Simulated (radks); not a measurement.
The numbers below are computed, except where a source is named.
Excited configurations of N I: one electron is placed in a higher orbital outside [He] 2s2 2p2. The ground configuration is [He] 2s2 2p3. Code: a radial shooting solver on a logarithmic mesh with Libxc functionals. Model: non-relativistic Kohn-Sham, r2SCAN, spin-polarised, spherical densities, point nucleus; open shells are filled with parallel spins first; meta-GGA in the generalised Kohn-Sham scheme. Excitation = E - E(ground); binding = E(ion) - E, where the ion is the core of charge +1; n* = 1/sqrt(2 binding) in atomic units, and the quantum defect is n - n*.

outer orbital,excitation (eV),binding (eV),n*,quantum defect,eigenvalue (eV),<r> (bohr)
3p,12.755,2.721,2.236,0.764,-1.504,6.684
4s,13.712,1.764,2.777,1.223,-1.091,11.81
4p,14.098,1.378,3.143,0.857,-0.839,14.55
4d,14.552,0.924,3.837,0.163,-0.524,20.05
5p,14.648,0.828,4.053,0.947,-0.521,25.35
5d,14.863,0.613,4.712,0.288,-0.377,32.61

The Delta-SCF ionisation energy is 15.476 eV (NIST Atomic Spectra Database: 14.534 eV, measured). Self-interaction in the functional shifts the binding energies and quantum defects, so they are the method's values and not measured ones. Open shells are spherical and high-spin; term and fine-structure splittings are not resolved.
